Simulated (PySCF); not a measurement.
Run record: geometry optimisation, Ge(vinyl)Ph3, `C=[CH][Ge]([c]1ccccc1)([c]1ccccc1)[c]1ccccc1`.

Computed with PBE0-D3(BJ)/def2-SVP geometry optimisation, gas phase (PySCF 2.14.0). Start geometry: GFN2-xTB. The input is one job of a driver script: a line of settings, then coordinates in Å.

Command:
```bash
OMP_NUM_THREADS=2 python probes_run.py task.json out
```

Input:
```
{"job": {"xc": "PBE0", "basis": "def2-SVP", "d3": "d3bj", "grid": 1, "maxiter": 40, "shake": 0.03, "kind": "geom"}, "charge": 0, "multiplicity": 1}
Ge     0.099310    -0.001210     0.707460
C      0.026370     0.060210     2.660450
C     -0.544020    -0.892810     3.381520
H      0.617190     0.923430     3.144340
H     -0.970720    -1.762580     2.926300
H     -0.477770    -0.850170     4.480350
C      1.933040     0.103850     0.038170
C      2.264190     0.757450    -1.174070
C      3.507750     0.749430    -1.585700
C      4.505610     0.084260    -0.903180
C      4.187170    -0.547910     0.289030
C      2.933510    -0.526410     0.761850
H      1.350080     1.276300    -1.739660
H      3.694620     1.235410    -2.555960
H      5.512810     0.051130    -1.310050
H      4.991130    -0.997370     0.842900
H      2.684490    -0.987750     1.670460
C     -0.942020     1.693800     0.039510
C     -0.740610     2.888420     0.636490
C     -1.454510     4.058350     0.165920
C     -2.264980     3.942200    -0.977130
C     -2.378420     2.653590    -1.592450
C     -1.732080     1.626830    -1.145790
H     -0.094560     3.000120     1.469450
H     -1.184170     4.956850     0.646170
H     -2.753720     4.860050    -1.324140
H     -3.062910     2.583050    -2.374040
H     -1.877960     0.655760    -1.527420
C     -0.859550    -1.567670     0.003840
C     -0.196280    -2.498350    -0.692250
C     -0.838310    -3.682260    -1.100650
C     -2.162310    -3.864280    -0.945590
C     -2.886970    -2.808620    -0.196730
C     -2.227090    -1.724430     0.245770
H      0.882810    -2.392080    -0.840250
H     -0.261810    -4.439910    -1.617520
H     -2.681080    -4.633390    -1.208020
H     -3.903220    -3.023520    -0.061070
H     -2.802730    -0.928570     0.693630
```

Output:
```
step   0  E = -2847.92917710  max force = 0.141191
step   1  E = -2848.00343394  max force = 0.030359
step   2  E = -2847.98400934  max force = 0.047494
step   3  E = -2848.01044543  max force = 0.015259
step   4  E = -2848.01304931  max force = 0.003460
step   5  E = -2848.01277567  max force = 0.007707
step   6  E = -2848.01333515  max force = 0.001550
step   7  E = -2848.01330430  max force = 0.002098
step   8  E = -2848.01341094  max force = 0.000543
step   9  E = -2848.01344265  max force = 0.000446
step  10  E = -2848.01347054  max force = 0.001603
step  11  E = -2848.01351481  max force = 0.000705
step  12  E = -2848.01355401  max force = 0.000857
step  13  E = -2848.01357102  max force = 0.000535
step  14  E = -2848.01357787  max force = 0.000563
step  15  E = -2848.01359083  max force = 0.000214
optimisation converged
```

Energies in Eh; «max force» is the largest Cartesian gradient component in Eh/bohr.

Question: At which steps does the energy rise by more than 1e-5 Eh?

Answer: At steps 2 (+19.42 mEh), 5 (+0.27 mEh) and 7 (+0.03 mEh).

In short: final energy -2848.01359 Eh after 15 steps; dipole 0.15 D.

On an Intel Xeon 6975P-C with 2 threads, no GPU, on a shared host, this took 20 min wall, 43 min CPU and 4.0 GiB of memory at its peak.
Labels such as C1 count atoms from 1, the log's own numbers from 0.
